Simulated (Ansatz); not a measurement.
The first iterations of a band of CH3FMgS (7 atoms, charge 0, multiplicity 1).

Level of theory: Ansatz, RKS PBE-D4/def2-SVP.

```
movable images  : 8
climbing image  : no
spring          : 5.0 eV/Å²
optimiser       : quadratic models (default)
start path      : through a guess of the saddle point
force threshold : 0.05 eV/Å
iteration limit : 60
end points      : relaxed
```

Image 0:

```xyz
7
Properties=species:S:1:pos:R:3
C -0.522 1.069 -0.199
S 0.438 0.366 1.218
Mg 0.933 -1.764 0.479
F 1.328 -3.405 -0.065
H -1.467 0.520 -0.379
H -0.779 2.109 0.081
H 0.070 1.106 -1.135
```

Image 9:

```xyz
7
Properties=species:S:1:pos:R:3
C -0.306 0.272 -0.361
S 0.095 1.179 1.170
Mg 0.596 -1.603 -0.065
F 1.344 -3.206 0.104
H -1.403 0.179 -0.508
H -0.453 2.409 0.913
H 0.128 0.769 -1.254
```

| iteration | highest image above the first end (eV) | largest band force component (eV/Å) |
| --- | --- | --- |
| 1 | 7.741 | 20.698 |
| 2 | 5.040 | 8.571 |
| 3 | 3.558 | 4.980 |
| 4 | 2.630 | 5.905 |
| 5 | 2.387 | 1.792 |
| 6 | 2.442 | 1.541 |

Does the band converge within its limit, and where does its top end?

The run converged. It ended after 19 iterations with the highest image 2.347 eV above the first end. No image climbed, so the highest image needn't sit at the top of the path. The orbitals stay closed-shell, which can raise the energy where a bond breaks towards radicals; this wasn't checked here.

Run time: 2.8 min on 1 thread of AMD EPYC 9R45 96-Core Processor (Zen 5) (shared host), peak memory 0.16 GiB.
